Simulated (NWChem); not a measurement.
# Atomisation of C2Cl3F

```
C
C 1 1.3460
F 2 1.3230 1 121.32
Cl 2 1.7174 3 113.84 1 180.00
Cl 1 1.7254 2 122.74 3 180.00
Cl 1 1.7304 2 120.18 3 0.00
```
Charge 0, spin multiplicity 1.

All runs are NWChem calculations. The geometry was optimised at B3LYP/def2-SVP, a minimum by its harmonic frequencies.

Basis set: def2-SVP. The atomisation energy is electronic alone: no zero-point, thermal, spin-orbit or counterpoise terms. No value is extrapolated to the basis-set limit. Free atoms are single determinants with multiplicities F 2, C 3, Cl 2. Correlated methods freeze the same cores in atoms and molecule, 18 orbitals in all.

| method | atomisation energy (kcal/mol) | relative cost |
|---|---|---|
| HF | 311.1 | 1 |
| CCSD(T) | 462.8 | 50 |
| MP2 | 488.1 | under 3 |
| B3LYP | 493.5 | under 3 |
| LC-wPBE (omega 0.3 per bohr) | 520.2 | 20 |
| BHandHLYP | 458.9 | under 3 |
| BLYP | 504.0 | under 3 |
| PBE | 542.3 | under 3 |
| PBE0 | 513.5 | under 3 |

The values span 231.2 kcal/mol, from HF (lowest) to PBE (highest). The cost column gives rough processor time relative to HF; each entry includes its own SCF. Costs are the molecule's.

B3LYP has NWChem's definition, with VWN1-RPA local correlation. GW and range-separated runs recompute their integrals, the others keep them in memory, which bears on the times. The structure started from a generated list of species. No SCF solution was tested for a lower state. Open-shell Hartree-Fock references start from PBE0 orbitals; any time given for them includes that run. Coupled-cluster values serve here as a point of comparison, not as the truth.
